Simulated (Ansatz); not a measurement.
Reactions of `NCC(F)=N[SiH3]`.

Isolated molecules relaxed with PBE0-D4/def2-TZVP in Ansatz; ΔE leaves out vibrations. CCSD(T)/CBS adds triple-zeta CCSD(T) − MP2 to the extrapolated MP2 energy (def2 sets, frozen cores). This one scheme is used for every species, atoms too. Double bonds are as drawn, so ΔE can hold a change between cis and trans. DFT in def2-TZVPP. B3LYP here is the variant with VWN-RPA as its local correlation; programs differ in this. Open shells (•) are unrestricted, without spin–orbit coupling. Spin–orbit coupling would lower the free atoms: a little for C, F, Si. For Ge outer-core shells are correlated without core-valence functions, so the limit isn't a true one: a few kJ/mol of doubt a bond, and 10 to 20 or more in all where bonds break to atoms. Scalar relativity is left out up to krypton. One conformer a species, not always the lowest.

```tsv
reaction	B3LYP-D4 (kcal/mol)	r2SCAN-D4 (kcal/mol)	HF/CBS(def2) (kcal/mol)	B2PLYP (kcal/mol)
`NC/C(F)=N/[SiH3]` + CH₃NH₂ → `CNCN` + `F/C=N/[SiH3]`	9.5	10.4	9.4	9.3
`NC/C(F)=N/[SiH3]` + H₂ → `F/C=N/[SiH3]` + CH₃NH₂	-4.8	-3.2	-10.3	-6.3
`NC/C(F)=N/[SiH3]` + H–F → `FC(F)=N[SiH3]` + CH₃NH₂	9.0	8.1	5.3	8.7
`NC/C(F)=N/[SiH3]` → 2 C• + F• + 7 H• + 2 N• + Si•	1153.5	1148.2	799.6	1138.1
`NC/C(F)=N/[SiH3]` → `C=NC(F)[SiH2]N`	3.2	4.5	6.3	4.0
`NC/C(F)=N/[SiH3]` → `C[C@@]1(F)N[Si@@H]1N`	-5.6	-8.5	0.3	-6.0
`NC/C(F)=N/[SiH3]` + `[OH][GeH3]` → `NC[O][GeH3]` + `F/C=N/[SiH3]`	11.0	12.1	10.3	11.0
```

**Question.** Give the CCSD(T)/CBS values in the same order. (Estimate.)

**Answer.** Computed: 9.6, -4.9, 12.4, 1146.8, 2.6, -9.0, 12.0 kcal/mol.

Largest T1 diagnostic: 0.014, for `F/C=N/[SiH3]`.
